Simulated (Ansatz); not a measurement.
## Nudged elastic band run: CH$_{8}$BGeNO

input.yaml

```yaml
crystal:
  periodic: [false, false, false]
  atoms:
    - { symbol: B, position_ang: [-1.678954, 2.014284, 0.213779] }
    - { symbol: "N", position_ang: [-0.71239, 1.169896, 0.780931] }
    - { symbol: C, position_ang: [0.28564, 0.401586, 0.074533] }
    - { symbol: O, position_ang: [-0.024309, -0.980037, 0.18873] }
    - { symbol: Ge, position_ang: [1.141502, -2.191929, -0.498215] }
    - { symbol: H, position_ang: [-2.477862, 2.56763, 0.946884] }
    - { symbol: H, position_ang: [-1.675229, 2.177821, -0.993501] }
    - { symbol: H, position_ang: [-0.7166, 0.987419, 1.788904] }
    - { symbol: H, position_ang: [0.283958, 0.743297, -0.986337] }
    - { symbol: H, position_ang: [1.299341, 0.610497, 0.503196] }
    - { symbol: H, position_ang: [1.275212, -1.965312, -2.03239] }
    - { symbol: H, position_ang: [0.49483, -3.554883, -0.166643] }
    - { symbol: H, position_ang: [2.525262, -2.01477, 0.19503] }
basis:
  gaussian: { orbitals: def2-SVP }
hamiltonian:
  xc: revpbe
  dispersion: d4
neb:
  order_check: false
  images: 5
  f_tol: 0.2
  max_iterations: 60
  initial_path: idpp
  final_atoms:
    - { symbol: B, position_ang: [-1.6807812, 2.01360028, 0.2181887] }
    - { symbol: "N", position_ang: [-0.70985275, 1.17066217, 0.7796235] }
    - { symbol: C, position_ang: [0.28554184, 0.40363717, 0.06826975] }
    - { symbol: O, position_ang: [-0.02625172, -0.97789135, 0.1790115] }
    - { symbol: Ge, position_ang: [1.14146652, -2.19334249, -0.4969787] }
    - { symbol: H, position_ang: [-1.68279848, 2.18085423, -0.98832957] }
    - { symbol: H, position_ang: [-2.47708476, 2.56381123, 0.9562794] }
    - { symbol: H, position_ang: [-0.7104198, 0.98596, 1.7870948] }
    - { symbol: H, position_ang: [0.28168894, 0.74839256, -0.99154422] }
    - { symbol: H, position_ang: [1.30034325, 0.60962915, 0.49518275] }
    - { symbol: H, position_ang: [1.28823869, -1.96997986, -2.03036396] }
    - { symbol: H, position_ang: [0.48927222, -3.55381023, -0.16587625] }
    - { symbol: H, position_ang: [2.52103825, -2.01602386, 0.20434331] }
```

Launched with:

```bash
$ ansatz run input.yaml --threads 2 --pin off --max-ram 3072MiB --backend cpu --events-out ev --progress --plain --runs-dir out
```

Output, in part (warnings, iteration lines, the closing report on the highest movable image, with atoms numbered from 0):

```
NEB end point (image 0): max|allowed force component| = 1.291e-2 eV/Å (the criterion of neb.relax_end_points is 4.000e-2)
NEB end point (image 6): max|allowed force component| = 9.011e-3 eV/Å (the criterion of neb.relax_end_points is 4.000e-2)
NEB iter   1: max|band force component| = 1.897e0 eV/Å  barrier→ = 1.7486 eV  barrier← = 1.7486 eV  Δτ_max = 0.1991 Å  (204 SCF iters)
NEB iter   2: max|band force component| = 8.267e-1 eV/Å  barrier→ = 1.6255 eV  barrier← = 1.6255 eV  Δτ_max = 0.1741 Å  (146 SCF iters)
NEB iter   3: max|band force component| = 3.120e-1 eV/Å  barrier→ = 1.6079 eV  barrier← = 1.6079 eV  CI = image 3  Δτ_max = 0.1478 Å  (149 SCF iters)
NEB iter   4: max|band force component| = 8.104e-1 eV/Å  barrier→ = 1.5961 eV  barrier← = 1.5961 eV  CI = image 3  Δτ_max = 0.0747 Å  (147 SCF iters)
NEB iter   5: max|band force component| = 6.379e-1 eV/Å  barrier→ = 1.5692 eV  barrier← = 1.5692 eV  CI = image 3  Δτ_max = 0.1491 Å  (149 SCF iters)
NEB iter   6: max|band force component| = 5.771e-1 eV/Å  barrier→ = 1.5264 eV  barrier← = 1.5264 eV  CI = image 3  Δτ_max = 0.1484 Å  (145 SCF iters)
NEB iter   7: max|band force component| = 4.379e-1 eV/Å  barrier→ = 1.4874 eV  barrier← = 1.4874 eV  CI = image 3  Δτ_max = 0.1990 Å  (149 SCF iters)
NEB iter   8: max|band force component| = 3.992e-1 eV/Å  barrier→ = 1.4561 eV  barrier← = 1.4561 eV  CI = image 3  Δτ_max = 0.0614 Å  (149 SCF iters)
NEB iter   9: max|band force component| = 2.961e-1 eV/Å  barrier→ = 1.4511 eV  barrier← = 1.4511 eV  CI = image 3  Δτ_max = 0.0562 Å  (152 SCF iters)
NEB iter  10: max|band force component| = 1.782e-1 eV/Å  barrier→ = 1.4484 eV  barrier← = 1.4484 eV  CI = image 3  Δτ_max = 0.0000 Å  (303 SCF iters)
Total energy: -61881.75973670 eV, -2274.1127253606 hartree
Atom 0 at    -1.482756     1.958806     0.118634 Å, force     0.021052     0.006481     0.016894 eV/Å
Atom 1 at    -0.148962     1.612047     0.659174 Å, force    -0.058314     0.029237     0.008049 eV/Å
Atom 2 at     0.555392     0.522926     0.029298 Å, force    -0.061102    -0.178075     0.007485 eV/Å
Atom 3 at    -0.121903    -0.735407     0.224699 Å, force     0.078277     0.122233    -0.007786 eV/Å
Atom 4 at     0.675394    -2.258560    -0.355884 Å, force    -0.007046     0.036915    -0.013180 eV/Å
Atom 5 at    -2.407272     1.157310     0.094472 Å, force    -0.016060    -0.004524     0.000020 eV/Å
Atom 6 at    -1.674570     3.089687    -0.308172 Å, force     0.001302     0.002986    -0.013326 eV/Å
Atom 7 at    -0.250221     1.379578     1.660496 Å, force     0.020785     0.005079     0.003614 eV/Å
Atom 8 at     0.657824     0.747121    -1.059786 Å, force     0.001099     0.005731    -0.005472 eV/Å
Atom 9 at     1.586940     0.463516     0.453284 Å, force     0.010784     0.011667     0.003393 eV/Å
Atom 10 at     0.677606    -2.289913    -1.913372 Å, force     0.002991    -0.011931    -0.003212 eV/Å
Atom 11 at    -0.188720    -3.394570     0.239640 Å, force     0.013413     0.001344    -0.007068 eV/Å
Atom 12 at     2.141649    -2.287043     0.172418 Å, force    -0.007182    -0.027142     0.010588 eV/Å
Dipole moment:     0.221071    -0.202762     0.041660 e Å
```

The forces met the threshold. The threshold of 0.2 eV/Å is loose, so the images may lie well off the minimum-energy path. The order of the stationary point at the top wasn't checked.

Final band (atoms are numbered from 1 in the order of the input):

```
image  path coordinate (Å)  energy (eV)  dihedral H7–B1–N2–C3 (°)
    0                 0.00         0.00                        -3
    1                 0.98         0.12                       -28
    2                 1.95         0.77                       -73
    3                 2.93         1.45                      -121
    4                 3.97         0.51                      -151
    5                 5.01         0.03                       177
    6                 6.05         0.00                       178
```

The run took 2.5 min on 2 threads of Arm Neoverse V1, on a shared host, peak memory 0.17 GiB.
